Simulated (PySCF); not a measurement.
# Relaxation of sextet TcH2

Level of theory: UPBE0/[Tc def2-TZVP with ECP28, H def2-TZVP], scalar-relativistic core potentials, density fitting, no spin–orbit coupling, PySCF. A (50,194) grid was used.

A hand-made bent start, of C2v symmetry, held to at least that symmetry:

```xyz
3
charge 0 multiplicity 6, angstrom
Tc    0.0000    0.0000   -0.0183
H     1.3106    0.0000    0.8994
H    -1.3106    0.0000    0.8994
```

Question: What forces act on the atoms at the start (eV/Å)?

Answer: 
```
atom     Fx    Fy     Fz
 Tc1   0.00  0.00  -1.14
  H2   1.93  0.00   0.57
  H3  -1.93  0.00   0.57
```

Question: What does it relax to?

Answer: It ends at C2v with Tc–H 1.742 Å (×2); H–Tc–H 147.5°. A frequency run shows a minimum.

Question: How much energy is released, and in how many steps?

Answer: 59.6 kJ/mol in 6 steps.

Open d and f shells are described by one determinant, and the ground state may have another occupation or spin.
